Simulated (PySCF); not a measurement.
**Frontier orbitals and the lowest excitations**

Species: C₅H₁₂O₂S.
Structure used (PBE0-D3(BJ)/def2-SVP), in Å, numbered top down from 1:
```
atom  x, y, z in Å
C1    -1.275   -0.907    0.937
C2    -0.232   -0.147    0.120
C3    -0.434    1.358    0.230
C4    -0.193   -0.638   -1.320
S5     1.353   -0.596    0.940
C6     2.656    0.259    0.064
O7     1.322   -0.047    2.298
O8     1.565   -2.030    0.733
H9    -1.085   -1.989    0.903
H10   -1.260   -0.583    1.987
H11   -2.274   -0.710    0.520
H12    0.281    1.918   -0.391
H13   -1.445    1.615   -0.121
H14   -0.333    1.687    1.274
H15    0.077   -1.703   -1.359
H16    0.523   -0.068   -1.933
H17   -1.188   -0.512   -1.775
H18    3.567   -0.040    0.598
H19    2.514    1.343    0.139
H20    2.700   -0.083   -0.977
```

Theory: PySCF, TDDFT wB97X-D/def2-SVPD, vertical, gas phase, core orbitals frozen in the response.

Frontier orbitals with the atoms that hold most of them (Löwdin shares over 4%, at most four atoms; ? is withheld):

```json
{"orbital": "LUMO+2", "ε (eV)": "2.70", "atoms": "S5 51%, O8 7%, O7 7%, C1 6%"}
{"orbital": "LUMO+1", "ε (eV)": "2.43", "atoms": "S5 30%, H11 9%, H18 8%, H13 8%"}
{"orbital": "LUMO", "ε (eV)": "1.88", "atoms": "?"}
{"orbital": "HOMO", "ε (eV)": "-9.90", "atoms": "?"}
{"orbital": "HOMO-1", "ε (eV)": "-10.43", "atoms": "O8 43%, O7 43%, S5 6%"}
{"orbital": "HOMO-2", "ε (eV)": "-10.97", "atoms": "O7 40%, O8 40%, S5 9%"}
{"orbital": "HOMO-3", "ε (eV)": "-11.14", "atoms": "O8 34%, O7 34%, S5 14%, C6 6%"}
```

Task: Give the leading atoms of the LUMO.

Result: S5 (bonded to 2 C and 2 O) 18%; C6 (bonded to S and 3 H) 9%; C3 (bonded to C and 3 H) 9%; C4 (bonded to C and 3 H) 9%. By element: carbon 26% or more, sulfur 18%.

Task: Which atoms hold the HOMO, and with what shares?

Result: O7 (bonded to S) 24%; O8 (bonded to S) 24%; C2 (bonded to 3 C and S) 14%; S5 (bonded to 2 C and 2 O) 13%. By element: oxygen 49%, carbon 14% or more, sulfur 13%.

Task: The HOMO–LUMO gap is 11.78 eV. Where does the response calculation put the lowest singlet, and from which orbitals?

Result: S1 is at 7.86 eV (f = 0.0089), 3.92 eV below the gap, made of HOMO→LUMO (62%), HOMO→LUMO+5 (14%), HOMO→LUMO+2 (10%). Without the coupling terms of the response equations the lowest excitation would equal the gap.

Next come S2 at 8.25 eV (f 0.092), HOMO→LUMO+5 (30%), HOMO→LUMO (25%), HOMO→LUMO+1 (22%); S3 at 8.37 eV (f 0.014), HOMO-1→LUMO (61%), HOMO-1→LUMO+2 (15%); S4 at 8.64 eV (f 0.0022), HOMO-2→LUMO (34%), HOMO→LUMO+3 (23%), HOMO-2→LUMO+2 (13%); S5 at 8.74 eV (f 0.244), HOMO→LUMO+1 (55%), HOMO→LUMO+2 (14%), HOMO→LUMO (8%).

The run took 6.8 min of wall time on an Arm Neoverse V1 with one thread, no GPU, shared host.
